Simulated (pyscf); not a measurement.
Structures and frequencies: ωB97X-D3(BJ)/def2-SVP in PySCF.

Task: PBE/def2-TZVP puts the barrier of F–Ge(F)(F)–F + H₃C–Al(CH₃)–Cl -> H₃C–Ge(F)(F)–F + H₃C–Al(F)–Cl (four-centre exchange; singlet surface; F–Ge, Al–C broken, C–Ge, Al–F formed) at -1.0 kJ/mol and the reaction energy at -147.8 kJ/mol, from the separated reactants. What do B3LYP-D3(BJ)/def2-TZVP, M06-2X/def2-TZVP, ωB97M-D3(BJ)/def2-TZVP give on the same structures?

Result: B3LYP-D3(BJ): ΔE‡ = -10.7 kJ/mol, ΔE = -154.7 kJ/mol; M06-2X: ΔE‡ = -20.3 kJ/mol, ΔE = -138.8 kJ/mol; ωB97M-D3(BJ): ΔE‡ = -13.5 kJ/mol, ΔE = -150.7 kJ/mol. PBE's barrier lies over all of them, by 9.7 to 19.3 kJ/mol. Its reaction energy lies among theirs. On the reactant side the descent ends in an adduct with a Al–F contact, 32.5 kJ/mol under the separated species and 6.6 kJ/mol under the saddle at ωB97X-D3(BJ)/def2-TZVP. At PBE, B3LYP-D3(BJ), M06-2X, ωB97M-D3(BJ) the saddle lies under the separated reactants, which points to a path from their complex (located at ωB97X-D3(BJ) alone). What is counted as formed (Al–F) is already present as a longer contact in the reactant adduct; forming that adduct is a step of its own. At ωB97X-D3(BJ) the barrier from the zero used here is -25.8 kJ/mol. One saddle was located; it need not be the lowest between these sides. Elements up to Kr have no core potential and no relativistic terms here.
